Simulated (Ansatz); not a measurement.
Basis-set series for `[NH2][Sn][O][SiH3]`. Total charge 0; spin multiplicity 1. Sn: def2 effective core potential. The geometry is a stationary point of PBE0-D4/def2-TZVP. It is one conformer, not always the lowest.

| functional | basis | functions | energy (Eh) | HOMO (eV) | LUMO (eV) |
| --- | --- | --- | --- | --- | --- |
| PBE0-D4 | def2-SVP | 97 | -636.38686 | -7.31 | -1.64 |
| PBE0-D4 | def2-TZVPP | 224 | -636.67159 | -7.47 | -1.81 |
| ωB97M-V | def2-SVP | 97 | -636.52395 | -9.59 | 0.17 |
| ωB97M-V | def2-TZVPP | 224 | -636.81503 | -9.77 | -0.11 |

Q: Give the rows for def2-QZVPP. (Best estimate.)

A: Computed: 
| functional | basis | functions | energy (Eh) | HOMO (eV) | LUMO (eV) |
| --- | --- | --- | --- | --- | --- |
| PBE0-D4 | def2-QZVPP | 416 | -636.69232 | -7.51 | -1.85 |
| ωB97M-V | def2-QZVPP | 416 | -636.83441 | -9.80 | -0.20 |
